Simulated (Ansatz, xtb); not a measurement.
## Two structures of CH6GeSn

Structure X: `[CH3][GeH2][SnH]`, a singlet. Structure Y: a singlet given by its coordinates. Both are isolated molecules in the gas phase, relaxed with BLYP-D3(BJ)/def2-SVP; the shapes shown needn't be the lowest conformers.

X (Å):

```yaml
atoms:
  - { symbol: C, position_ang: [0.6102, -0.7745, 0.8134] }
  - { symbol: Ge, position_ang: [0.6416, -0.0452, -1.0512] }
  - { symbol: Sn, position_ang: [-1.5542, 1.4014, -1.8176] }
  - { symbol: H, position_ang: [1.5780, -1.2571, 1.0524] }
  - { symbol: H, position_ang: [0.4249, 0.0484, 1.5296] }
  - { symbol: H, position_ang: [-0.1977, -1.5245, 0.9169] }
  - { symbol: H, position_ang: [1.0007, -1.2177, -2.0273] }
  - { symbol: H, position_ang: [1.8619, 0.9449, -1.1428] }
  - { symbol: H, position_ang: [-1.6397, 2.0485, -0.1256] }
```

Y (Å):

```xyz
9

C     0.2171   -0.6112    1.0366
Ge    1.3954    0.8627    0.2520
Sn    0.2499    0.7828   -2.5851
H    -0.4927   -1.0622    0.3200
H    -0.3475   -0.1817    1.8912
H     0.8813   -1.4030    1.4433
H     1.6502    0.0737   -1.3256
H    -0.8774   -0.5382   -2.0753
H     0.1206    1.6009   -0.7510
```

Close contacts (Å): C1–Ge2 2.04, Ge2–Sn3 3.06, C1–H4 1.10, C1–H5 1.11, C1–H6 1.11, Ge2–H7 1.78, Ge2–H9 1.78, Sn3–H7 2.01, Sn3–H8 1.81, Sn3–H9 2.01.

Task: Which of the two would you expect CCSD(T)/def2-TZVP electronic energies to favour?

Result: Structure X; the calculation gives E(Y) − E(X) = +67.4 kJ/mol.

How the difference moves with the method:

| level | geometry | E(Y) − E(X) (kJ/mol) | departure from the last row (kJ/mol) | job, with rough time for the two |
| --- | --- | --- | --- | --- |
| BLYP-D3(BJ)/def2-SVP | BLYP-D3(BJ)/def2-SVP | +30.7 | −36.8 | optimisation, 79 s |
| HF/def2-TZVP | BLYP-D3(BJ)/def2-SVP | +91.2 | +23.8 | part of the CCSD(T) run |
| MP2/def2-TZVP | BLYP-D3(BJ)/def2-SVP | +72.0 | +4.6 | part of the CCSD(T) run |
| CCSD(T)/def2-TZVP | BLYP-D3(BJ)/def2-SVP | +67.4 |  | single point, 3.6 min |

None of the levels shown reverses the order. The largest departure from CCSD(T)/def2-TZVP is that of BLYP-D3(BJ)/def2-SVP, 36.8 kJ/mol. Levels run at GFN2-xTB geometries aren't shown.

With harmonic frequencies from BLYP-D3(BJ)/def2-SVP (ideal gas, rigid rotor, one conformer each, 298.15 K, 1 atm): the zero-point term adds −2.8 kJ/mol; ΔH is +62.6 and ΔG +67.1 kJ/mol.

The correlated steps freeze 14 core orbitals; the filled d shell of Ge and Sn is correlated, in a basis made for valence electrons. Atoms past krypton carry core potentials in the def2 sets and no spin–orbit term is included. Mirror images aren't counted in ΔG. Codes used: Ansatz 0.2.0; the last row on 2 threads of Intel(R) Xeon(R) Processor @ 2.50GHz (Skylake/Cascade Lake) on a shared host.
